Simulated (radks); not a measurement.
Results of a calculation; reference values are marked as such.
Task: Isoelectronic series with 14 electrons, all held in the configuration [Ne] 3s2 3p2, which need not be the ground one along the series. Code: a radial shooting solver on a logarithmic mesh with Libxc functionals. Model: Dirac Kohn-Sham, PBE, spin-unpolarised, spherical densities, point nucleus; open shells fill j = l - 1/2 first. Total energies (hartree) and orbital eigenvalues (eV) (* marks an orbital that is empty in some or all of the ions):

ion   E (hartree)     3p3/2*      3p1/2      3s1/2      2p3/2      2p1/2
Si     -289.83876    -4.0584    -4.0899   -10.7970   -95.3010   -95.9482
P+     -341.54844   -14.1755   -14.2412   -23.2662  -134.7823  -135.7003
S2+    -397.80112   -27.9165   -28.0319   -39.3681  -181.8063  -183.0730
Cl3+   -458.59096   -45.0204   -45.2046   -58.8423  -236.0469  -237.7540
Ar4+   -523.91923   -65.3687   -65.6445   -81.5769  -297.3555  -299.6097
K5+    -593.79100   -88.8955   -89.2898  -107.5134  -365.6499  -368.5743
Ca6+   -668.21373  -115.5608  -116.1051  -136.6186  -440.8802  -444.6153
Sc7+   -747.19658  -145.3386  -146.0694  -168.8734  -523.0142  -527.7192

Estimate the row of Ti8+.

Result: E (hartree) -830.75013; 3p3/2* -178.2116; 3p1/2 -179.1704; 3s1/2 -204.2672; 2p3/2 -612.0305; 2p1/2 -617.8847.
